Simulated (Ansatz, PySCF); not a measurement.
OSr, SMILES [O]=[Sr]. Atoms are numbered in the order given.

```xyz
2

Sr     0.0000     0.0000    -0.3167
O      0.0000     0.0000     1.6216
```
Charge 0, spin multiplicity 1.

Coordinates come from a B3LYP-D3(BJ)/def2-TZVPD optimisation. The def2 effective core potentials stand for the cores of Sr; spin–orbit coupling is left out.

Two levels are set side by side: PBE-D3(BJ)/def2-TZVPD (Ansatz, a quantum-chemistry and plane-wave program) and B3LYP-D3(BJ)/def2-TZVPD (Ansatz). Each level has its own optimised geometry; the coordinates shown are those of the second. Frequencies come from the Hessian of PySCF at each geometry. Differences are taken from unrounded values.

```json
[
 {"quantity": "bond Sr1–O2 (Å)", "B3LYP-D3(BJ)": "1.938"},
 {"quantity": "highest harmonic wavenumber (cm⁻¹)", "B3LYP-D3(BJ)": "667"},
 {"quantity": "mean harmonic wavenumber (cm⁻¹)", "B3LYP-D3(BJ)": "667"},
 {"quantity": "zero-point energy (kcal/mol)", "B3LYP-D3(BJ)": "0.95"}
]
```

### Question
What does PBE-D3(BJ) give, and how far is it from B3LYP-D3(BJ)? (The exact figures need the calculation; the answer reports its results.)

### Answer

| quantity | PBE-D3(BJ) | PBE-D3(BJ) minus B3LYP-D3(BJ) |
|---|---|---|
| bond Sr1–O2 (Å) | 1.944 | 0.005 |
| highest harmonic wavenumber (cm⁻¹) | 649 | -18 |
| mean harmonic wavenumber (cm⁻¹) | 649 | -18 |
| zero-point energy (kcal/mol) | 0.93 | -0.03 |
